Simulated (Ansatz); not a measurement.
One geometry of the cluster Hg₃TeBr₄, several levels of theory.

```yaml
crystal:
  periodic: [false, false, false]
  atoms:
    - {symbol: Hg, position_ang: [-1.679217, 0.570764, 1.306880]}
    - {symbol: Hg, position_ang: [1.540460, 1.563084, -0.636634]}
    - {symbol: Hg, position_ang: [-0.100468, -1.908196, -1.302691]}
    - {symbol: Te, position_ang: [-0.684723, 0.657123, -1.836854]}
    - {symbol: Br, position_ang: [3.658829, 2.349089, 0.346777]}
    - {symbol: Br, position_ang: [-2.618742, -1.722297, 1.166927]}
    - {symbol: Br, position_ang: [-0.642274, 2.751859, 1.893618]}
    - {symbol: Br, position_ang: [0.526136, -4.261426, -0.938012]}
basis:
  gaussian: {orbitals: def2-SVP, initial_orbitals: start.molden}
correlation: {method: mp2}
scf: {omitted_lower_state_checks: [starts]}
output: {orbitals: {seedname: orbitals}}
```

The file start.molden holds the orbitals of an earlier run on this structure, at another level or in another basis.

```sh
$ ansatz run in.yaml --threads 6 --pin off --events-out ev --progress --plain --max-ram 7833MiB
```

It prints (some lines left out):

```
Functional definition: HF
  name "HF"
  cite "Fock, Z. Phys. 61, 126 (1930) doi:10.1007/BF01340294"
  parent pbe
  exchange = exact_x
  correlation = 0
these checks for a lower state are left out or cut short: starts
2523 factors; integrals over basis functions are off by at most 3.0e-4 eV
mean field evaluation 1: about -299680.6126 eV, gradient 4.2e1 eV
mean field evaluation 2: about -299683.0101 eV, gradient 2.4e0 eV
mean field evaluation 4: about -299684.1197 eV, gradient 2.7e0 eV
mean field evaluation 8: about -299684.1513 eV, gradient 8.1e-4 eV
mean field -299684.15134127 eV, -11013.1894285781 hartree, gradient 1.4e-6 eV, S^2 0.000000; 0 other end points of the search recorded, 0 dependent functions left out
40 core orbitals not correlated, not the lowest: weight in the atoms' cores, before any rotation towards them, 1.000 or more for the frozen orbitals, at most 0.000 for the correlated occupied ones
reference -299684.15134127 eV, -11013.1894285781 hartree; 72, 72 occupied and 138, 138 virtual orbitals, 2523 factors
second order -58.37675071 eV of doubles, -0.00000000 eV of singles
Total energy: -299742.52809198 eV, -11015.3347345976 hartree
Checks for a lower state left out: starts
```

Run time 15 s (6 threads of Intel Xeon on a shared host), peak host memory 1.3 GiB.

As the first input, with `hamiltonian: {xc: pbe0, dispersion: d4}` and without the key `correlation` (abridged; 14 s):

```
Functional definition: PBE0
mean field -299948.09531791 eV, -11022.8891908120 hartree, gradient 1.8e-5 eV, S^2 0.000000
Total energy: -299948.63002481 eV, -11022.9088409280 hartree
Checks for a lower state left out: starts
```

First input, but with `gaussian: {orbitals: def2-TZVP, initial_orbitals: start.molden}`, `hamiltonian: {xc: pbe, dispersion: d4}` and without the key `correlation` (abridged; 8 s):

```
Functional definition: PBE
mean field -299976.40208879 eV, -11023.9294454546 hartree, gradient 1.2e-5 eV, S^2 0.000000
Total energy: -299976.99744116 eV, -11023.9513242509 hartree
Checks for a lower state left out: starts
```

The first input with `gaussian: {orbitals: def2-TZVP, initial_orbitals: start.molden}`, `hamiltonian: {xc: r2scan, dispersion: d4}` and without the key `correlation` (abridged; 14 s):

```
Functional definition: r2SCAN
mean field -300022.69352677 eV, -11025.6306244232 hartree, gradient 1.4e-5 eV, S^2 0.000000
Total energy: -300022.83467310 eV, -11025.6358114551 hartree
Checks for a lower state left out: starts
```

As the first input, with `hamiltonian: {xc: pbe, dispersion: d4}` and without the key `correlation` (abridged; 4.9 s):

```
Functional definition: PBE
mean field -299941.04934066 eV, -11022.6302559240 hartree, gradient 1.4e-5 eV, S^2 0.000000
Total energy: -299941.64468291 eV, -11022.6521343483 hartree
Checks for a lower state left out: starts
```

As the first input, with `gaussian: {orbitals: def2-TZVP, initial_orbitals: start.molden}`, `hamiltonian: {xc: pbe0, dispersion: d4}`, `output: {forces: true, orbitals: {seedname: orbitals}}` and without the key `correlation` (abridged; 29 s):

```
Functional definition: PBE0
mean field -299983.42580597 eV, -11024.1875623004 hartree, gradient 2.0e-5 eV, S^2 0.000000
Total energy: -299983.96051942 eV, -11024.2072126572 hartree
Atom 0 force     0.079313     0.000254    -0.014598 eV/Å
Atom 1 force     0.013003    -0.023043    -0.032163 eV/Å
Atom 2 force     0.022647     0.024161    -0.026264 eV/Å
Atom 3 force     0.507121    -0.310387     0.417860 eV/Å
Atom 4 force    -0.446306    -0.159747    -0.202731 eV/Å
Atom 5 force     0.191071     0.485827     0.042474 eV/Å
Atom 6 force    -0.237203    -0.487326    -0.114355 eV/Å
Atom 7 force    -0.129646     0.470260    -0.070223 eV/Å
Dipole moment:    -0.404151     0.272477    -0.466694 e Å
Checks for a lower state left out: starts
```

As the first input, with `gaussian: {orbitals: def2-TZVP, initial_orbitals: start.molden}`, `hamiltonian: {xc: {name: r2SCANh}, dispersion: d4}` and without the key `correlation` (abridged; 32 s):

```
Functional definition: r2SCANh
mean field -300020.39641579 eV, -11025.5462071515 hartree, gradient 2.3e-5 eV, S^2 0.000000
Total energy: -300020.56038635 eV, -11025.5522329586 hartree
Checks for a lower state left out: starts
```

Geometry: PBE-D4/def2-SVP.

In the def2 sets Hg, Te take a core potential; there is no spin–orbit coupling. Correlated methods freeze 40 core orbitals; core or outer-core shells of Hg, Te, Br are correlated, in sets that lack core-valence functions. The structure comes from a short search, and lower isomers may exist.
